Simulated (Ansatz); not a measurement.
Harmonic frequencies (cm⁻¹) at PBE0-D4/def2-TZVP from Ansatz: 40, 88, 194, 292, 389, 394, 568, 610, 681, 927, 964, 1045, 1224, 1249, 1411, 1431, 1489, 1499, 1944, 3014, 3043, 3048, 3108, 3120.

Each molecule was computed in one conformer, which needn't be the lowest.

(1) Which molecule is it?
A. `C[CH2][AlH][Br]`
B. `C#[C][Al]([C]#C)[C]#C`
C. `[SiH3][O][Al]([SH])[SH]`
D. `[NH2][Al]([F])[O][SiH3]`

## Answers

(1) A.
